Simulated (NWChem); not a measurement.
BeHOBr; SMILES [OH][Be][Br]

```xyz
4

Be     0.0014     1.1598     0.0000
Br     0.0050    -0.8114     0.0000
O      0.0554     2.5658     0.0000
H     -0.6232     3.2323     0.0000
```
Atoms are numbered in this order, from 1.

All runs: NWChem. Medium grid unless said otherwise, to which SCAN and Minnesota functionals are sensitive. The geometry was optimised at PBE0-D3(BJ)/def2-TZVP. Hybrids' shares of exact exchange are those that their runs print; pure functionals count as 0. The functionals differ in more than this share.

| row | share of exact exchange | orbital gap (eV) |
|---|---|---|
| PBE/def2-TZVP | 0.00 | 6.08 |
| TPSS/def2-TZVP | 0.00 | 6.36 |
| TPSSh/def2-TZVP | 0.10 | 7.13 |
| B3LYP/def2-TZVP | 0.20 | 7.50 |
| BHandHLYP/def2-TZVP | 0.50 | withheld |
| M05-2X/def2-TZVP | 0.56 | 10.31 |

### Question
Fit a straight line of the last column on the one before it, predict the withheld value, and compare with the run.

### Answer

1. Means of the 5 shown rows: x = 0.172, y = 7.476. Slope Σ(x − x̄)(y − ȳ)/Σ(x − x̄)² = 1.557/0.2157 = 7.220; intercept 6.234.
2. The shown rows scatter about the line by 0.143 (root mean square); the largest residual is -0.18, at B3LYP/def2-TZVP.
3. At x = 0.50 (BHandHLYP/def2-TZVP; inside the shown range) the line gives 9.84.
4. The run gives 9.66, -0.18 from the line, 1.3 times the scatter.
